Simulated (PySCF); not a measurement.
Compound: C4H8O3.
Atom-mapped SMILES: `[CH3:1][C@@H:2]([CH2:3][OH:4])[O:5][CH:6]=[O:7]` (hydrogens: H8, H9, H10 on C1; H11 on C2; H12, H13 on C3; H14 on O4; H15 on C6)

Computed with TDDFT CAM-B3LYP/def2-SVPD, vertical, gas phase, core orbitals frozen in the response (PySCF). Geometry: GFN2-xTB, one conformer, isolated molecule. Torsions of this conformer, `[CH3:1][C@@H:2]([CH2:3][OH:4])[O:5][CH:6]=[O:7]`: C1–C2–C3–O4 54°, C1–C2–O5–C6 161°, C2–O5–C6–O7 0°, H–O4–C3–C2 175°.

Each state is given a Gaussian of 0.3 eV full width at half maximum, with ε(max) = 2.175×10⁸ f / Δν̃ (Δν̃ the width in cm⁻¹). The width is an assumption, not a result. The curve ends short of the highest state used, and states not computed would add to its high-energy end.

(λ (nm), ε (L mol⁻¹ cm⁻¹)): (153.3, 5546), (155.4, 2580), (157.5, 1034), (159.6, 263), (161.7, 38), (163.8, 3), (165.9, 0), (167.9, 2), (170.0, 13), (172.1, 51), (174.2, 123), (176.3, 185), (178.4, 180), (180.4, 120), (182.5, 54), (184.6, 17), (186.7, 4), (188.8, 1), (190.9, 0), (193.0, 0), (195.0, 1), (197.1, 3), (199.2, 10), (201.3, 29), (203.4, 63), (205.5, 106), (207.5, 140), (209.6, 148), (211.7, 127), (213.8, 89), (215.9, 51), (218.0, 25), (220.1, 10), (222.1, 4), (224.2, 1), (226.3, 0)

**Question.** Locate the maxima and give the states behind the curve.

**Answer.** 209 nm (5.93 eV), ε about 150, made up of S1 (100%); 177 nm (7.00 eV), ε about 190, made up of S2 (100%) (ε in L mol⁻¹ cm⁻¹; maxima over ε = 5, shares over 10%). At its high-energy end, 8.09 eV, the curve is still rising (ε about 5600, from S3, S4 and S5). The states used: S1 5.93 eV (f 0.0017); S2 7.00 eV (f 0.0021); S3 8.03 eV (f 0.022); S4 8.24 eV (f 0.021); S5 8.30 eV (f 0.118); S6 8.43 eV (f 0.0073); S7 8.60 eV (f 0.044); S8 8.69 eV (f 0.024).

**Question.** On this curve, what absorbance would a 10⁻⁵ mol/L sample give at 222 nm over a 1 cm path?

**Answer.** 222 nm is 5.585 eV, where ε is about 3.9 L mol⁻¹ cm⁻¹, so A = ε c l ≈ 3.9e-05 (Beer–Lambert, with the gas-phase spectrum and the assumed width).

**Question.** Coming from long wavelengths, where does ε first pass 100 L mol⁻¹ cm⁻¹?

**Answer.** At about 213 nm (5.82 eV), 0.11 eV below S1.

**Question.** What would ε be at 7.00 eV, the highest of these maxima, with half the width (0.15 eV)?

**Answer.** About 384 L mol⁻¹ cm⁻¹ against 192, a factor of about 2.00; a lone state at its own centre would give exactly 2.
